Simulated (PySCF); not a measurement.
This script is equivalent to a calculation on Sc³⁺ (scandium, charge +3).

```python
from pyscf import gto, scf, dft, mp, cc
import basis_set_exchange as bse
mol = gto.M(atom="Sc 0 0 0", charge=3, spin=0, symmetry="D2h",
            basis=gto.basis.parse(bse.get_basis("def2-SVP", elements=["Sc"], fmt="nwchem", header=False)))
mf = dft.UKS(mol, xc="PBE")
mf.irrep_nelec = {'Ag': (3, 3), 'B1u': (2, 2), 'B2u': (2, 2), 'B3u': (2, 2)}
mf.kernel()
```

Q: What total energy does it give?

A: -758.606 hartree (calculated).

Q: Which occupied shell lies highest, and where?

A: 3p, at -66.047 eV.
